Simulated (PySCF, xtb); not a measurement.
C8H5N5, SMILES C1=CC2=NC=NC3=NC=CC(=N1)N23.

xtb with GFN2-xTB at its own geometry gives an orbital gap of 1.98 eV and a dipole moment of 2.72 D.

Geometry optimised at B3LYP-D3(BJ)/def2-SVP.

Q: What does PySCF with HF/def2-SVP give? (Estimate from the structure and the level; the computed values follow.)

A: gap 9.02 eV (levels -8.05 and 0.97 eV), dipole 2.69 D.
